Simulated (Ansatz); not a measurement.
Species: C₄H₆Si₂, charge 0, multiplicity 1. SMILES: C#C[SiH2]C#C[SiH3]
Coordinates optimised at B3LYP-D3(BJ)/def2-TZVP (Ansatz, a quantum-chemistry and plane-wave program):
```xyz
12

C     -3.6087     0.3719     0.0080
C     -2.6264    -0.3159     0.1278
Si    -1.1508    -1.3695     0.3120
C      0.3541    -0.3673     0.0680
C      1.3607     0.2909    -0.0927
Si     2.8718     1.2893    -0.3360
H     -4.4746     0.9809    -0.0981
H     -1.1876    -2.4455    -0.6984
H     -1.1316    -1.9534     1.6679
H      4.0579     0.4200    -0.1833
H      2.8544     1.8759    -1.6929
H      2.9104     2.3681     0.6742
```
Charge 0, spin multiplicity 1.

Wanted: vertical ionisation energy (to the doublet state of charge +1; each state is the SCF solution reached for its spin), in eV. Correlated levels leave the core frozen unless marked. UHF or UKS for open shells. No spin-orbit coupling. Non-relativistic. CBS marks a two-point X^-3 extrapolation of the correlation energy; Hartree-Fock from the larger set. The bracket is a focal-point correction in the basis named.

```csv
level,program,vertical ionisation energy (eV)
HF/aug-cc-pV(Q+d)Z,Ansatz,9.11
PBE/def2-TZVPD,Ansatz,9.47
PBE0/def2-TZVPD,Ansatz,9.91
CAM-B3LYP/def2-TZVPD,Ansatz,10.21
wB97X-V/def2-TZVPD,Ansatz,10.31
RI-MP2/aug-cc-pV(T+d)Z,Ansatz,10.92
SCS-MP2/aug-cc-pV(D+d)Z,Ansatz,10.67
CCSD/aug-cc-pV(T+d)Z,Ansatz,10.41
"RI-MP2/CBS(aug-cc-pV(T+d)Z,aug-cc-pV(Q+d)Z)+[CCSD(T)-MP2]/aug-cc-pV(D+d)Z",Ansatz,10.63
"RI-MP2/CBS(aug-cc-pV(T+d)Z,aug-cc-pV(Q+d)Z)+[CCSD(T)-MP2]/aug-cc-pV(T+d)Z",Ansatz,10.62
```
